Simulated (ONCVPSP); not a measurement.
**rhenium: excitation energies, all-electron against ONCV**

```
Element                 : Re (Z = 75)
Generator               : ONCVPSP 4.0.1
Type                    : optimised norm-conserving Vanderbilt (ONCV)
Functional              : PBE
Relativity              : scalar-relativistic
Frozen core             : [Kr] 4d10
Valence charge          : 29
Reference configuration : 4f14 5s2 5p6 5d5 6s1.5 6p0.5
Partial waves           : 5s+6s: rc 1.65 bohr, ncon 4, nbas 8, qcut 6.6 1/bohr, 2 projectors; 5p+6p: rc 2.05 bohr, ncon 4, nbas 7, qcut 5.6 1/bohr, 2 projectors; 5d: rc 2.35 bohr, ncon 4, nbas 9, qcut 5.3 1/bohr, 1 projector; 4f: rc 0.70 bohr, ncon 5, nbas 9, qcut 23.3 1/bohr, 1 projector
Local potential         : polynomial inside 0.45 bohr (lpopt 4, dvloc0 0 Ha)
Core correction         : none
```

Energies are relative to the spin-unpolarised reference configuration 4f14 5s2 5p6 5d5 6s1.5 6p0.5; without spin polarisation the order of configurations can differ from experiment.

| valence configuration | charge | ΔE all-electron (eV) | error AE − PS (meV) |
| --- | --- | --- | --- |
| 4f14 5s2 5p6 5d5 6s2 6p0 | 0 | -2.351 | +0.5 |
| 4f14 5s2 5p6 5d5 6s1 6p0 | +1 | 6.898 | -2.7 |
| 4f14 5s2 5p6 5d5 6s0 6p0 | +2 | 23.220 | -12 |
| 4f14 5s2 5p6 5d5 6s1 6p1 | 0 | 2.435 | -0.8 |

Levels in the configuration 4f14 5s2 5p6 5d5 6s1 6p0:

| level | all-electron (eV) | pseudo (eV) |
| --- | --- | --- |
| 4f | -50.069 | -50.135 |
| 5s | -93.025 | -93.052 |
| 5p | -54.811 | -54.824 |
| 5d | -12.942 | -12.946 |
| 6s | -12.683 | -12.684 |

Note: ghosts flagged at negative energy: s at -995.9 eV, p at -481.7 eV, d at -167.5 eV; GHOST(+) flagged for s at 139.2 eV. A true bound ghost makes a file unfit for plane-wave use.
